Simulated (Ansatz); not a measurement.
AlBBeH4Si: where a starting geometry ends

The starting geometry of this gas-phase singlet was optimised with GFN2-xTB.

```yaml
atoms:
  - { symbol: Al, position_ang: [-1.5089, -0.0961, 0.1099] }
  - { symbol: B, position_ang: [-1.3711, 3.6295, 0.8798] }
  - { symbol: Be, position_ang: [-2.1547, 2.7806, -0.4491] }
  - { symbol: Si, position_ang: [-0.9575, 1.8619, 1.3300] }
  - { symbol: H, position_ang: [-1.0525, 4.5772, 1.4926] }
  - { symbol: H, position_ang: [-2.4181, 1.5250, -0.9918] }
  - { symbol: H, position_ang: [-0.6054, -0.7887, -0.9736] }
  - { symbol: H, position_ang: [-2.7203, -1.0563, 0.3954] }
```

**Question.** Where would you expect an optimisation with PBE0-D3(BJ)/def2-SVP to take it?

**Answer.** A new bond forms, giving a structure with H6 bridging Al1 and Be3, given below by its coordinates. Distances that change by over a tenth: Al1–H6 (2.16 → 1.85 Å). Contacts that close: Al1–Be3 (3.00 → 2.40 Å).

The energy falls by 0.97 eV over 11 steps:

```
step  E − E(last) (eV)
   1             0.967
   2             0.513
   3             0.216
   4             0.109
   5             0.005
   7             0.000
   8             0.000
   9             0.000
  10             0.000
  11             0.000
```

Final geometry (Å):

```csv
atom,x (Å),y (Å),z (Å)
Al,-1.6500,0.0056,-0.0986
B,-1.1974,3.5273,1.1559
Be,-1.9503,2.3871,-0.1903
Si,-0.8042,1.8034,1.4959
H,-1.3299,4.7199,1.1373
H,-2.4153,1.3856,-1.0692
H,-0.5469,-0.5787,-1.0756
H,-2.8945,-0.8169,0.4378
```

The end wasn't checked by frequencies. Run with Ansatz 0.2.0, 31 s on 1 thread of Arm Neoverse V2 (shared host).
